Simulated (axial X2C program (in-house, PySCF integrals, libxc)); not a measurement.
Worked dissociation energy of InF⁺: M06, without spin–orbit coupling

All values were computed with an in-house relativistic program for diatomic molecules. Spin-free means the one-electron spin-free X2C Hamiltonian. Basis: In dyall-cv3z [11s12p9d4f1g], F dyall-av3z [7s6p3d2f] (cores contracted in-house); Gaussian nuclei, density fitting, unrestricted open shells. Masses: In 114.904 u, F 18.998 u.

Molecular state: M_S = 1/2, Λ = 0 (beyond evenly filled blocks: σα).

```
E(In+) (2M_S = 0, M_L = 0) : -5880.905241 hartree
E(F) (2M_S = 1, M_L = 0)   : -99.827086 hartree
E(InF⁺) at Re              : -5980.764078 hartree
ωe                         : 520.8 cm⁻¹
ωexe                       : 9.17 cm⁻¹
```

(1) Work out De and D0.

The state is one determinant whose occupation by symmetry is held fixed; it was picked as the lowest of a PBE0 search that is not exhaustive. Dissociation energies refer to the lowest single-determinant-based atoms at the same level and basis.

Each atomic determinant is the lowest at this level and need not be a pure term. Totals compare only within one Hamiltonian and basis.

Answers

(1) De = -5880.905241 + (-99.827086) − (-5980.764078) = 0.03175 hartree = 0.864 eV. The zero-point energy is ωe/2 − ωexe/4 = 258 cm⁻¹ = 0.032 eV, so D0 = 0.832 eV.
